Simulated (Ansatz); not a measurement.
The same path of CH5NSi2 (9 atoms, charge 0, multiplicity 1) was run 3 times with different band settings. The coordinate that changes most is the dihedral C2–N3–Si4–H7.

The calculation used RKS revPBE/def2-SVP in Ansatz.

Relaxed end points:

```xyz
9
Properties=species:S:1:pos:R:3
Si 0.193 2.739 -0.746
C -0.059 1.022 -0.759
N -0.424 -0.232 -0.637
Si -0.167 -1.143 0.919
H 1.632 2.484 -1.242
H -0.851 -0.716 -1.448
H 1.298 -1.154 1.233
H -0.677 -2.537 0.677
H -0.946 -0.463 2.003
```

```xyz
9
Properties=species:S:1:pos:R:3
Si 1.534 1.882 -1.484
C 0.231 0.940 -0.829
N -0.710 0.339 -0.140
Si -0.307 -0.914 1.118
H 1.617 0.876 -2.650
H -1.703 0.572 -0.330
H 0.523 -0.268 2.185
H 0.438 -2.034 0.460
H -1.623 -1.392 1.671
```

Common settings: movable images 5; spring 5.0 eV/Å²; start path IDPP; iteration limit 60; end points relaxed.

| run | climbing image | optimiser | force threshold |
| --- | --- | --- | --- |
| 1 | yes | quadratic models (default) | 0.05 eV/Å |
| 2 | yes | quadratic models (default) | 0.2 eV/Å |
| 3 | from the first iteration | fire | 0.05 eV/Å |

**Question.** What does each run give, and how far can it be trusted?

**Answer.** Run 1: converged after 5 iterations, highest image 0.031 eV above the first end. A vibrational analysis at the climbing image gives one clearly imaginary mode, 75i cm⁻¹: a first-order saddle point.
Run 2: converged after 3 iterations, highest image 0.032 eV above the first end. The threshold of 0.2 eV/Å is loose, so the images may lie well off the minimum-energy path. Another band between the same ends (5 images) ends at a top of the same energy, where a vibrational analysis finds 1 clearly imaginary mode.
Run 3: converged after 32 iterations, highest image 0.031 eV above the first end. Another band between the same ends (5 images) ends at a top of the same energy, where a vibrational analysis finds 1 clearly imaginary mode.
